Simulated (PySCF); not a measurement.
Computed shifts of a molecule C5H7F, PBE/pcSseg-1 (PySCF), GIAO, gas phase, atoms alike by connectivity averaged where their shifts nearly agree, in ppm (number of nuclei): ¹³C: 161.0 (1), 113.7 (1), 96.0 (1), 32.8 (1), 28.2 (1). ¹⁹F: -207.2 (1). ¹H: 5.87 (1), 5.64 (1), 5.56 (1), 2.71 (1), 2.54 (1), 2.52 (1), 2.25 (1). References: ¹³C against TMS (σ = 182.0 ppm); ¹⁹F against CFCl3 (σ = 133.6 ppm); ¹H against TMS (σ = 31.49 ppm), references at their B3LYP-D3(BJ)/def2-TZVP geometries, non-relativistic. Geometry optimised at ωB97X-D3(BJ)/def2-SVP. Other conformers were not sampled.

**Question.** Pick the molecule that these values belong to.
A. F[C@H]1C=CCC1
B. FC1=CCCC1
C. C/C=C/C=C\F
D. C=C1CC[C@@H]1F

**Answer.** D, C=C1CC[C@@H]1F
